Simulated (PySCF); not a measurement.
Isomers of C7H10NPSi, mass 167.032 u with the commonest isotopes. Computed with PBE0/pcSseg-1 in PySCF (dipole) on a GFN2-xTB geometry, gas phase. One conformer each, none proved a minimum here; rigid rotors.

Question: Order these by dipole moment, smallest first.
A. `C1=CP2(=N[SiH3])C=CC1C=C2`
B. `[SiH3:1][c:2]1[n:3][cH:4][cH:5][p:6][c:7]1[CH:8]1[CH2:9][CH2:10]1` with P6–C7–C8–C9 35°
C. `[SiH3:1][c:2]1[cH:3][n:4][cH:5][p:6][c:7]1[CH:8]1[CH2:9][CH2:10]1` with P6–C7–C8–C9 -36°
D. `[CH:1]#[C:2][CH2:3][n:4]1[cH:5][p:6][c:7]([SiH3:8])[c:9]1[CH3:10]` with C2–C3–N4–C5 103°

Answer: B (1.45 D), C (2.50 D), D (4.19 D), A (5.09 D).

Question: Order these by rotational constant C, smallest first.
A. `[SiH3:1][c:2]1[n:3][cH:4][cH:5][p:6][c:7]1[CH:8]1[CH2:9][CH2:10]1` with P6–C7–C8–C9 35°
B. `[CH:1]#[C:2][CH2:3][n:4]1[cH:5][p:6][c:7]([SiH3:8])[c:9]1[CH3:10]` with C2–C3–N4–C5 103°
C. `[SiH3]N=P12C=CC(C=C1)C=C2`

Answer: B (533.7 MHz), A (574.5 MHz), C (682.8 MHz).

Question: Order these by out-of-plane moment Σ m c² = (Ia + Ib − Ic)/2, largest first.
A. `[CH:1]#[C:2][CH2:3][n:4]1[cH:5][p:6][c:7]([SiH3:8])[c:9]1[CH3:10]` with C2–C3–N4–C5 103°
B. `[SiH3:1][c:2]1[n:3][cH:4][cH:5][p:6][c:7]1[CH:8]1[CH2:9][CH2:10]1` with P6–C7–C8–C9 35°
C. `[SiH3]N=P12C=CC(C=C1)C=C2`

Answer: C (99.90 u·Å²), A (55.82 u·Å²), B (22.57 u·Å²).

```
                   SMILES  point group  Ia (u·Å²)  Ib (u·Å²)  Ic (u·Å²)      κ  μa (D)  μb (D)  μc (D)
      [SiH3]c1nccpc1C1CC1      near Cs     432.33     492.46     879.65   0.52    1.45    0.14    0.00
[SiH3]N=P12C=CC(C=C1)C=C2           Cs     210.13     729.81     740.14  -0.99    4.92    1.31    0.00
     C#CCn1cpc([SiH3])c1C           C1     309.16     749.43     946.96  -0.74    3.75    1.48    1.16
      [SiH3]c1cncpc1C1CC1      near Cs     440.82     487.08     882.70   0.62    1.75    1.78    0.00
```
